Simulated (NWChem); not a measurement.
System meant: SiH₄SeO₂; SMILES O[SiH](O)[SeH]

NWChem input:

```
start job
memory heap 200 mb stack 900 mb global 1100 mb
geometry units angstroms noautoz
  Si    -0.003622    -0.989841     0.483904
  O     -1.262943    -1.699973    -0.319430
  O      1.495009    -1.613516     0.159240
  Se    -0.048842     1.216921    -0.130779
  H     -0.235448    -1.240311     1.918671
  H     -1.363375    -1.511094    -1.257265
  H      1.889738    -1.389002    -0.689160
  H      1.319846     1.457070     0.349814
end
basis spherical
  Si library def2-svp
  O library def2-svp
  Se library def2-svp
  H library def2-svp
end
dft
  odft
  mult 2
  xc pbe0
  iterations 150
  mulliken
end
task dft energy
```

End of the output:

```
 ==============================================================================
                                 internuclear angles
 ------------------------------------------------------------------------------
        center 1       |       center 2       |       center 3       |  degrees
 ------------------------------------------------------------------------------
    2 O                |   1 Si               |   3 O                |   115.61
    2 O                |   1 Si               |   4 Se               |   105.56
    2 O                |   1 Si               |   5 H                |   106.26
    3 O                |   1 Si               |   4 Se               |   109.15
    3 O                |   1 Si               |   5 H                |   105.61
    4 Se               |   1 Si               |   5 H                |   114.93
    1 Si               |   2 O                |   6 H                |   117.95
    1 Si               |   3 O                |   7 H                |   117.15
    1 Si               |   4 Se               |   8 H                |    92.94
 ------------------------------------------------------------------------------
                            number of included internuclear angles:          9
 ==============================================================================

 Summary of "ao basis" -> "" (spherical)
 ------------------------------------------------------------------------------
       Tag                 Description            Shells   Functions and Types
 ---------------- ------------------------------  ------  ---------------------
 Si                         def2-svp                 8       18   4s3p1d
 O                          def2-svp                 6       14   3s2p1d
 Se                         def2-svp                12       32   5s4p3d
 H                          def2-svp                 3        5   2s1p

                                 NWChem DFT Module
                                 -----------------

 Summary of "ao basis" -> "ao basis" (spherical)
 ------------------------------------------------------------------------------
       Tag                 Description            Shells   Functions and Types
 ---------------- ------------------------------  ------  ---------------------
 Si                         def2-svp                 8       18   4s3p1d
 O                          def2-svp                 6       14   3s2p1d
 Se                         def2-svp                12       32   5s4p3d
 H                          def2-svp                 3        5   2s1p

  number of electrons :                   68
  multiplicity        :                    2
 ------------------------------------------------------------------------
  no. of electrons and multiplicity not compatible                  68
 ------------------------------------------------------------------------
 ------------------------------------------------------------------------
  current input line :
    26: task dft energy
 ------------------------------------------------------------------------
 ------------------------------------------------------------------------
 There is an error in the input file
 ------------------------------------------------------------------------
 For more information see the NWChem manual at https://nwchemgit.github.io

0: no. of electrons and multiplicity not compatible:Received an Error in Communication
```

Task: Can this run be used? If not, why, and what is the fix?

Result: The program refused the input. Cause: the multiplicity doesn't fit the number of electrons (an even count wants an odd multiplicity, and the reverse). This input runs:
```
start job
memory heap 200 mb stack 900 mb global 1100 mb
geometry units angstroms noautoz
  Si    -0.003622    -0.989841     0.483904
  O     -1.262943    -1.699973    -0.319430
  O      1.495009    -1.613516     0.159240
  Se    -0.048842     1.216921    -0.130779
  H     -0.235448    -1.240311     1.918671
  H     -1.363375    -1.511094    -1.257265
  H      1.889738    -1.389002    -0.689160
  H      1.319846     1.457070     0.349814
end
basis spherical
  Si library def2-svp
  O library def2-svp
  Se library def2-svp
  H library def2-svp
end
dft
  xc pbe0
  iterations 150
  mulliken
end
task dft energy
```
It converges to -2842.94527 Ha (PBE0/def2-SVP).
